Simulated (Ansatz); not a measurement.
C₇H₁₉GeN⁺, that is GeEt3(NHMe) with one electron fewer, relaxed as a doublet with UKS r2SCAN-D4/def2-SVP in Ansatz, starting from the r2SCAN-D4/def2-SVP geometry of the neutral singlet. Force threshold 0.03 eV/Å.

The relaxation made no stability test and no search for a lower SCF solution.

Start:

```xyz
28

Ge    0.009    0.011    0.041
C    -1.436   -0.593   -1.141
C    -1.364   -2.088   -1.448
H    -1.405    0.006   -2.068
H    -2.397   -0.342   -0.656
H    -2.212   -2.426   -2.067
H    -0.440   -2.344   -1.994
H    -1.363   -2.685   -0.522
C    -0.059    1.966    0.305
C    -1.366    2.431    0.945
H     0.101    2.462   -0.669
H     0.804    2.250    0.936
H    -1.374    3.516    1.142
H    -2.234    2.212    0.299
H    -1.544    1.921    1.907
C     1.765   -0.528   -0.647
C     2.052    0.014   -2.048
H     1.801   -1.631   -0.636
H     2.541   -0.189    0.062
H     3.039   -0.307   -2.422
H     1.302   -0.331   -2.780
H     2.041    1.117   -2.071
N    -0.268   -0.902    1.629
C     0.613   -0.686    2.760
H    -1.246   -0.925    1.911
H     0.466   -1.462    3.533
H     1.664   -0.770    2.435
H     0.512    0.301    3.263
```

Q: Estimate the energy that the relaxation releases and the steps that it takes.

A: 10.5 kcal/mol, in 25 steps; 3.7 min on 4 threads of Intel Xeon Platinum 8259CL on a shared host. The force fell under the threshold at step 12, but the optimiser went on and released 0.008 eV more. No frequencies were taken in this run, so the end may be a saddle point.

Q: Does the start keep its bonding?

A: By distances, no bond broke or formed. The bond that changes most is Ge1–N23, from 1.85 to 1.93 Å (atoms count from 1).

Q: Predict the relaxed structure.

A: 
```
atom   x (Å)   y (Å)   z (Å)
 Ge1   0.013   0.080  -0.081
  C2  -1.487  -0.600  -1.124
  C3  -1.419  -2.099  -1.416
  H4  -1.492  -0.016  -2.061
  H5  -2.418  -0.328  -0.597
  H6  -2.292  -2.420  -2.004
  H7  -0.521  -2.366  -1.994
  H8  -1.417  -2.711  -0.498
  C9   0.043   1.979   0.370
 C10  -1.267   2.504   0.958
 H11   0.287   2.493  -0.578
 H12   0.902   2.165   1.038
 H13  -1.198   3.587   1.144
 H14  -2.117   2.346   0.277
 H15  -1.514   2.024   1.919
 C16   1.769  -0.589  -0.722
 C17   2.030  -0.053  -2.126
 H18   1.741  -1.690  -0.698
 H19   2.529  -0.251   0.002
 H20   3.006  -0.423  -2.484
 H21   1.273  -0.391  -2.851
 H22   2.071   1.047  -2.157
 N23  -0.155  -0.834   1.606
 C24   0.466  -0.493   2.846
 H25  -0.698  -1.706   1.640
 H26   1.109  -1.325   3.198
 H27   1.060   0.426   2.759
 H28  -0.305  -0.360   3.633
```
Bond lengths: 3 × C–C 1.53 Å; 3 × C–Ge 1.95 to 1.99 Å; 1 × C–N 1.43 Å; 1 × Ge–N 1.93 Å; 18 × C–H 1.10 to 1.11 Å; 1 × H–N 1.03 Å.
